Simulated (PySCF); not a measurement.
Job file and geometry (Å, from GFN2-xTB) of an NMR shielding run on `CC[Si@@H]1C(=O)C=C1NC=O`, C$_{6}$H$_{9}$NO$_{2}$Si, GIAO PBE0/pcSseg-1 NMR shielding, non-relativistic, gas phase (PySCF 2.14.0, density-fitted response routines); density fitting, a coarse starting grid and PySCF grid level 2 are the driver's defaults:

```
$ OMP_NUM_THREADS=1 python probes_run.py task.json out

{"job": {"kind": "nmr", "xc": "PBE0", "basis": "pcSseg-1"}, "charge": 0, "multiplicity": 1}
C     -1.357307     0.655909     1.773354
C     -1.656851     0.939083     0.302470
Si    -0.759802    -0.237101    -0.888911
C     -0.643360    -2.125021    -0.337644
O     -1.368887    -3.081423    -0.208802
C      0.804794    -2.003669    -0.097746
C      1.027280    -0.714275    -0.423943
N      2.168866     0.037800    -0.430128
C      2.080707     1.328945    -0.842009
O      1.057092     1.849071    -1.209095
H     -0.299380     0.797312     1.986224
H     -1.923845     1.328798     2.414804
H     -1.622953    -0.367067     2.032032
H     -1.376409     1.965064     0.065005
H     -2.731743     0.860377     0.136731
H     -0.996838     0.035498    -2.300886
H      1.487015    -2.765835     0.243753
H      3.056899    -0.355831    -0.144524
H      3.044918     1.861617    -0.807194
```

**Question.** Write the output of this run.

**Answer.** 
```
coarse grid: 16960 points
cycle   1  E = -727.7085759206  dE =  1.777e+00  |g| = 1.123e+00  |ddm| = 4.108e+00
cycle   2  E = -726.6021242335  dE =  1.106e+00  |g| = 2.565e+00  |ddm| = 4.141e+00
cycle   3  E = -727.9619501346  dE = -1.360e+00  |g| = 2.362e-01  |ddm| = 3.334e+00
cycle   4  E = -727.9721264828  dE = -1.018e-02  |g| = 1.310e-01  |ddm| = 3.445e-01
cycle   5  E = -727.9759874074  dE = -3.861e-03  |g| = 3.667e-02  |ddm| = 1.475e-01
cycle   6  E = -727.9762141555  dE = -2.267e-04  |g| = 1.441e-02  |ddm| = 3.908e-02
cycle   7  E = -727.9762545281  dE = -4.037e-05  |g| = 3.972e-03  |ddm| = 1.673e-02
cycle   8  E = -727.9762577233  dE = -3.195e-06  |g| = 1.346e-03  |ddm| = 4.583e-03
final grid: 160936 points
cycle   9  E = -728.0537938733  dE = -9.448e-06  |g| = 1.690e-02  |ddm| = 3.256e-02
cycle  10  E = -728.0536177441  dE =  1.761e-04  |g| = 3.455e-02  |ddm| = 4.228e-02
cycle  11  E = -728.0538482087  dE = -2.305e-04  |g| = 2.899e-03  |ddm| = 3.187e-02
cycle  12  E = -728.0538501577  dE = -1.949e-06  |g| = 3.978e-04  |ddm| = 2.837e-03
cycle  13  E = -728.0538501843  dE = -2.661e-08  |g| = 2.278e-04  |ddm| = 5.775e-04
cycle  14  E = -728.0538501958  dE = -1.150e-08  |g| = 6.400e-05  |ddm| = 2.800e-04
cycle  15  E = -728.0538501966  dE = -8.199e-10  |g| = 2.146e-05  |ddm| = 7.266e-05
converged SCF energy = -728.0538501966

GIAO shielding tensors (ppm)
atom      isotropic    diamagn.    paramagn.     s11        s22        s33       span
  0 C      176.933     247.937     -71.003    171.301    172.971    186.528     15.228
  1 C      178.094     252.779     -74.685    175.091    178.007    181.185      6.094
  2 Si     339.786     880.003    -540.217    274.236    342.540    402.582    128.345
  3 C      -37.063     255.461    -292.524   -114.344    -64.955     68.109    182.453
  4 O     -389.989     397.062    -787.052  -1109.514   -380.573    320.119   1429.633
  5 C       43.556     258.148    -214.592    -21.464     30.410    121.722    143.187
  6 C        5.389     265.078    -259.689   -130.208    -18.264    164.640    294.848
  7 N       93.014     331.625    -238.611    -23.234    142.881    159.395    182.629
  8 C       25.808     244.985    -219.177    -68.595     51.495     94.524    163.118
  9 O     -103.511     403.782    -507.293   -433.314   -235.280    358.060    791.374
 10 H       30.994      32.555      -1.562     26.052     30.744     36.186     10.134
 11 H       30.349      28.619       1.730     25.275     27.683     38.090     12.815
 12 H       30.691      30.828      -0.137     26.267     29.107     36.699     10.432
 13 H       30.364      31.442      -1.078     26.358     28.094     36.640     10.283
 14 H       30.775      29.998       0.777     26.200     28.301     37.823     11.623
 15 H       26.084      28.797      -2.713     23.503     24.552     30.198      6.695
 16 H       25.108      32.901      -7.793     23.861     24.699     26.765      2.904
 17 H       24.226      32.445      -8.218     21.038     24.668     26.973      5.936
 18 H       23.480      25.527      -2.046     19.985     23.148     27.308      7.323
```

**Question.** Turn these shieldings into chemical shifts. Chemical shifts δ = σref − σ; 13C (186.93 ppm) and 29Si (349.16 ppm) and 1H (31.72 ppm) vs TMS; H2O for 17O (336.08 ppm); 15N (267.73 ppm) vs NH3, all at this level.

**Answer.** Averaging equivalent atoms: C 3: 224.0; C 6: 181.5; C 8: 161.1; C 5: 143.4; C 0: 10.0; C 1: 8.8; Si 2: 9.4; O 4: 726.1; O 9: 439.6; N 7: 174.7; H 18: 8.24; H 17: 7.49; H 16: 6.61; H 15: 5.63; H 13: 1.35; H 10/11/12: 1.04; H 14: 0.94 ppm. Unscaled 17O shifts of doubly bonded oxygen tend to come out too high, by tens of ppm or more. Experimental scales use liquid or dissolved standards, which lie at an offset from isolated NH3 (liquid NH3: subtract about 20 ppm) and H2O (liquid H2O: subtract about 36 ppm). Unscaled 15N shifts of sp2 nitrogen come out 20 to 40 ppm too high even then.

Size and cost of the density-fitted run: 222 basis functions, 69 s wall time on 1 thread of an Arm Neoverse V1, shared host; peak memory 1.1 GiB.
